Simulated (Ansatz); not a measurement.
Isolated molecules relaxed with PBE0-D4/def2-TZVP in Ansatz; ΔE leaves out vibrations. CCSD(T)/CBS is the MP2 limit (def2-TZVPP, def2-QZVPP) plus CCSD(T) − MP2 in def2-TZVPP, frozen cores. This one scheme is used for every species. Functionals use def2-TZVPP. B3LYP here is the variant with VWN-RPA as its local correlation; programs differ in this. For Ge outer-core shells are correlated without core-valence functions, which leaves a few kJ/mol of doubt a bond. Scalar relativity is left out up to krypton. Each species was taken in one conformer, which may not be the lowest.

`O[SiH](Cl)[GeH2][Cl]` + `N[SiH](O)F` → `O[Si@H](F)N[Si@H](O)Cl` + `[Cl][GeH3]`  (cleavage of the Si–Ge bond)

| level | ΔE (kJ/mol) | difference from CCSD(T)/CBS |
| --- | --- | --- |
| r2SCAN-D4 | -68.8 | 2.7 |
| PBE0-D4 | -62.7 | 8.8 |
| PBE | -52.1 | 19.4 |
| r2SCAN | -67.9 | 3.6 |
| PBE0 | -61.0 | 10.5 |
| B3LYP | -66.2 | 5.3 |
| SCS-MP2/def2-TZVPP | -79.1 | -7.6 |
| CCSD(T)/def2-TZVPP | -75.9 | -4.4 |
| HF/CBS(def2) | -88.9 | -17.4 |
| CCSD/CBS(def2) | -72.9 | -1.4 |
| CCSD(T)/CBS | -71.5 | 0 |

Largest T1 diagnostic among the species: 0.011.

From PBE to PBE0 (25 % exact exchange), in def2-TZVPP and without D4, ΔE moves by −9.0 kJ/mol. In def2-TZVPP, CCSD(T) changes the Hartree–Fock value by +11.3 kJ/mol (the triples alone add +1.3 kJ/mol) and MP2 by +9.1 kJ/mol.

CCSD(T)/CBS has its own doubt, a few kJ/mol and more with outer-core shells, so smaller differences from it don't rank the levels.
